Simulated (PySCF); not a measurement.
Isomers of H4B2N2. Isolated molecules, 0 K electronic values unless said otherwise. One relaxed conformer stands for each flexible species; it need not be the lowest. Strings in code marks are SMILES.

The LUMO from two functionals at the same geometries (PBE0-D4/def2-TZVP), both in PySCF: PBE-D3(BJ)/def2-TZVP and PBE0-D4/def2-TZVP. 

| species | PBE-D3(BJ)/def2-TZVP (eV) | PBE0-D4/def2-TZVP (eV) |
|---|---|---|
| `B=NBN` | -1.23 | -0.29 |
| `BNB=N` | -1.60 | -0.64 |
| `N=BBN` | -1.78 | -0.88 |

Over these rows, drawn at random from the members with no instability flagged (it was tested for open shells, ions and some series alone), PBE minus PBE0-D4: mean -0.93 eV, from -0.96 eV to -0.90 eV.
